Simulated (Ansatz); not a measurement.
The lowest singlet and triplet of O3 (SMILES O=[O+][O-]); geometries from B3LYP-D3(BJ)/def2-TZVP, each state relaxed from the structure named, with no frequency check.
Singlet (charge 0, multiplicity 1):
```json
[
 {"atom": "O", "x (Å)": "-1.0705", "y (Å)": "-0.2409", "z (Å)": "0.0000"},
 {"atom": "O", "x (Å)": "-0.0106", "y (Å)": "0.4284", "z (Å)": "0.0000"},
 {"atom": "O", "x (Å)": "1.0811", "y (Å)": "-0.1875", "z (Å)": "0.0000"}
]
```

A positive gap puts the triplet lower; no zero-point energy. R- takes a restricted singlet. U- takes an unrestricted singlet (broken symmetry where lower, unprojected). The triplet is unrestricted in single-reference levels. Active spaces average the two states.

Cores are frozen in the correlated methods.

Run with Ansatz (Gaussian basis) for Hartree–Fock, density functionals and correlated methods. Each number belongs to the level named beside it.

Problem. Predict the gap E(singlet) − E(triplet), vertical, at the singlet's geometry from R-PBE/def2-TZVPP.

Solution. -33.5 kcal/mol

Problem. Estimate the gap E(singlet) − E(triplet), vertical, at the singlet's geometry that U-PBE0/def2-TZVPP (spin-contaminated) returns for this input.

Solution. -28.9 kcal/mol

Problem. Estimate the gap E(singlet) − E(triplet), vertical, at the singlet's geometry that SC-NEVPT2 on SA-CASSCF(12,9)/cc-pVDZ returns for this input.

Solution. -43.3 kcal/mol

Ansatz is a quantum-chemistry and plane-wave program.
